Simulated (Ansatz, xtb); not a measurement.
## Two isomers of CH4FGeS

We compare a, `[CH3][Ge]([F])[SH]`, a doublet, with b, `[CH3][Ge@H]([F])[S]`, a doublet. Both are isolated molecules in the gas phase, relaxed with r2SCAN-D4/def2-SVP; the shapes shown needn't be the lowest conformers.

a (Å):

```yaml
atoms:
  - { symbol: C, position_ang: [-2.1977, 2.4776, -1.3522] }
  - { symbol: F, position_ang: [0.5237, 3.3977, -0.5783] }
  - { symbol: Ge, position_ang: [-0.2884, 2.0206, -1.3149] }
  - { symbol: S, position_ang: [-0.0617, 0.2913, 0.0994] }
  - { symbol: H, position_ang: [-2.7890, 1.5846, -1.6008] }
  - { symbol: H, position_ang: [-2.3891, 3.2657, -2.0936] }
  - { symbol: H, position_ang: [-2.4681, 2.8412, -0.3487] }
  - { symbol: H, position_ang: [1.2715, 0.4688, 0.2368] }
```

b (Å):

```yaml
atoms:
  - { symbol: C, position_ang: [-0.4093, 2.2003, 0.0025] }
  - { symbol: F, position_ang: [-3.0083, 2.6242, -1.3204] }
  - { symbol: Ge, position_ang: [-1.4142, 1.9772, -1.6412] }
  - { symbol: S, position_ang: [-1.5375, -0.1496, -2.1731] }
  - { symbol: H, position_ang: [-0.8542, 1.5835, 0.7961] }
  - { symbol: H, position_ang: [-0.4528, 3.2575, 0.3037] }
  - { symbol: H, position_ang: [0.6376, 1.9009, -0.1477] }
  - { symbol: H, position_ang: [-0.8986, 2.7573, -2.8601] }
```

Energies in hartree; the thermal terms are from r2SCAN-D4/def2-SVP harmonic frequencies (ideal gas, rigid rotor, one conformer each, 298.15 K, 1 atm) and include the zero-point energy:

```
                               a            b
E, CCSD(T)/def2-SVP  −2612.796855  −2612.793372
    E, MP2/def2-SVP  −2612.748258  −2612.743066
  E, MP2/def2-TZVPP  −2613.494204  −2613.484246
  zero-point energy      0.047234      0.047550
       H(298 K) − E      0.055187      0.054912
       G(298 K) − E      0.014601      0.015732
```

Question: Correct the CCSD(T) difference for the basis set by the MP2 change, then work out ΔE, ΔE₀, ΔH and ΔG for a → b in kJ/mol (1 Eh = 2625.50 kJ/mol) and the equilibrium ratio [b]/[a].

Answer: 1. Differences b − a: CCSD(T) +0.003483, MP2 in the small set +0.005192, MP2 in the large set +0.009958 Eh.
2. ΔE = +0.003483 + (+0.009958 − (+0.005192)) = +0.008249 Eh = +21.66 kJ/mol.
3. ΔE₀ = ΔE + ΔZPE = +0.008249 + (+0.000316) Eh = +22.49 kJ/mol.
4. ΔH = ΔE + (−0.000275) Eh = +20.94 kJ/mol.
5. ΔG = ΔE + (+0.001131) Eh = +24.63 kJ/mol, so ΔS = (ΔH − ΔG)/T = −12.4 J/(mol K).
6. kT = 0.9442 mEh, so K = [b]/[a] = exp(−ΔG/kT) = exp(−9.93) ≈ 4.8 × 10^−5.

Structure a is favoured at this temperature. An error of 4 kJ/mol in ΔG would change K by a factor of 5. HF/STO-3G, HF/def2-SVP gave ΔE the other sign. Mirror images and further conformers aren't counted.

As drawn, b has 1 Ge–H in place of 1 S–H.

Other levels gave ΔE = +69.9 (GFN2-xTB); −130.9 (HF/STO-3G, GFN2-xTB geometries); +13.3 (r2SCAN-D4/def2-SVP//GFN2-xTB); +29.5 (r2SCAN-D4/def2-SVP); −17.3 (HF/def2-SVP); +13.6 (MP2/def2-SVP); +9.1 (CCSD(T)/def2-SVP) kJ/mol. Open shells are spin-unrestricted. The correlated steps freeze 16 core orbitals; the filled d shell of Ge is correlated, in a basis made for valence electrons. Programs: Ansatz 0.2.0, xtb 6.7.1.
